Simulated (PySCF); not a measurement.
## A small calculation by hand: chemical shift, span and skew from a shielding tensor

Be(NH2)(SH) (BeH3NS), SMILES [NH2][Be][SH]. Atoms are numbered in the order given.

```xyz
6

Be     0.0087     0.6000     0.0000
N     -0.0074     2.0984     0.0000
H     -0.0074     2.6768    -0.8251
H     -0.0074     2.6768     0.8251
S      0.0806    -1.3123     0.0000
H     -1.2580    -1.4461     0.0000
```

Geometry: B3LYP-D3(BJ)/def2-TZVP. Other conformers were not sampled.

GIAO shieldings from PySCF with PBE0/pcSseg-2, non-relativistic, no solvent. The symmetric part of the tensor of N2 has the principal values 183.6, 237.0, 283.8 ppm. The same nucleus in NH3 has σ = 263.3 ppm at this level (PySCF, at its B3LYP-D3(BJ)/def2-TZVP geometry).

Question: Work out the isotropic shielding, the ¹⁵N shift against NH3, the span and the skew.

Answer: 
σ(iso) = (σ11 + σ22 + σ33)/3 = 234.8 ppm. δ = σ(ref) − σ(iso) = 263.3 − (234.8) = 28.5 ppm.
Span Ω = σ33 − σ11 = 100.2 ppm. Skew κ = 3(σ(iso) − σ22)/Ω = -0.07. Tumbling in solution averages the tensor to δ; in a static solid the shielding alone would spread this spin-1/2 line over Ω.
